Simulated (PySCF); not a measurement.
C5H5, SMILES C1CC=C[C]=1, multiplicity 2.

The structure is a stationary point at PBE-D3(BJ)/def2-SVP. The isomer is the one that the SMILES or the coordinates give; other isomers of the formula were not compared. One conformer was computed; it need not be the lowest.

The numbers are results of PBE-D3(BJ)/def2-SVP run with PySCF 2.14.0, not measurements.

Frequencies are harmonic and unscaled.

Question: Give all harmonic wavenumbers and intensities. (Estimate from the structure and the level; the computed values follow.)

Answer: 
```tsv
mode	ν (cm⁻¹)	IR (km/mol)	moving atoms (share of kinetic energy)
1	322	7.8	H 63 %, C 37 %
2	506	8.1	C 78 %, H 22 %
3	621	0.5	H 84 %, C 16 %
4	669	42.8	H 76 %, C 24 %
5	755	0.5	C 89 %, H 11 %
6	761	10.0	C 89 %, H 11 %
7	847	17.9	C 53 %, H 47 %
8	899	11.8	C 55 %, H 45 %
9	908	0.0	H 76 %, C 24 %
10	947	11.9	H 67 %, C 33 %
11	1026	5.3	H 56 %, C 44 %
12	1049	0.7	H 88 %, C 12 %
13	1072	2.3	H 58 %, C 42 %
14	1159	1.5	H 69 %, C 31 %
15	1200	2.8	C 66 %, H 34 %
16	1305	18.2	H 83 %, C 17 %
17	1321	0.7	C 51 %, H 49 %
18	1511	1.3	C 92 %
19	1570	0.1	C 94 %
20	2958	3.1	H 94 %
21	3000	1.4	H 91 %, C 9 %
22	3142	0.8	H 92 %, C 8 %
23	3167	4.7	H 91 %, C 9 %
24	3171	0.1	H 91 %, C 9 %
```
